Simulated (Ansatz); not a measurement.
Born–Oppenheimer molecular dynamics of F₄Zr (5 atoms, charge 0, multiplicity 1). It goes on from the last frame of an earlier run, with new velocities.

All numbers below come from Ansatz 0.2.0, RKS PBE0-D4/def2-SVP.

```yaml
ensemble: NVE (velocity Verlet)
time_step: 1 fs
steps_asked: 166
starting_velocities_drawn_for: 1500 K
seed: 828351
```

First frame:

```xyz
5
Properties=species:S:1:pos:R:3
Zr 0.061 -0.100 0.083
F -0.177 0.361 1.926
F 1.666 0.050 -0.932
F -0.882 1.428 -0.407
F -0.897 -1.360 -0.983
```

(1) How far do the bonds stretch over the last three quarters of this one trajectory? (Pairs bonded in most of those frames.)

Results:

(1) 
```csv
bond,mean (Å),spread (Å),shortest,longest
Zr1–F2,1.898,0.029,1.85,1.95
Zr1–F3,1.899,0.008,1.89,1.92
Zr1–F4,1.909,0.041,1.84,1.98
Zr1–F5,1.917,0.058,1.82,2.00
```

Mean temperature of the second half: 1406 K. The conserved energy stayed within 0.13 meV per atom of its start (net change 0.028 meV per atom), so the integration is sound. A run of 0.17 ps of so small a system gives no equilibrium averages.

Time of the run: 3.3 min on 2 threads of Intel(R) Xeon(R) Platinum 8559C (Emerald Rapids), with other jobs on the host, peak memory 0.2 GiB.
